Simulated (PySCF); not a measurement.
**Dipole response of Nb²⁺ (niobium, charge +2)**

[Kr] 4d3, high-spin 4F determinant. Calculation: PySCF 2.14, in aug-cc-pVTZ-PP with ECP28MDF (6s6p5d3f2g, 88 functions); a scalar-relativistic core potential. Coupled (time-dependent) response in atomic units; α is the mean over directions.

```csv
method,mean α (bohr³),C₆ (like pair),S(−4)
wB97X,11.10,57.66,60.48
B3LYP,11.37,58.93,66.28
```

S(−4) is the Cauchy moment in α(ω) = α(0) + S(−4) ω² + …

Spin-orbit coupling is absent.

α(iu) at wB97X:

```
u (hartree)  α(iu) (bohr³)
          0          11.10
     0.0500          10.95
      0.100          10.55
      0.200          9.356
      0.300          8.132
      0.500          6.246
      0.750          4.707
       1.00          3.673
       1.50          2.384
       2.00          1.644
       3.00         0.8919
       5.00         0.3685
```

For an ion, C₆ is the dispersion term alone; charge-induced terms of lower order in 1/R come first.

Energies and moments cover only the electrons outside the core potential.
